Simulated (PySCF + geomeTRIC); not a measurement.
Species: [Ti(Br)(H)3] (charge 0, multiplicity 1).

Q: Give a relaxed geometry from PySCF + geomeTRIC with TPSS-D3(BJ)/def2-SVP.

A: the end point of this relaxation.
Z-matrix (Å, degrees):
```
Ti
H 1 1.6955
H 1 1.6956 2 111.62
H 1 1.6956 2 111.62 3 125.68
Br 1 2.3136 2 107.20 3 -117.15
```
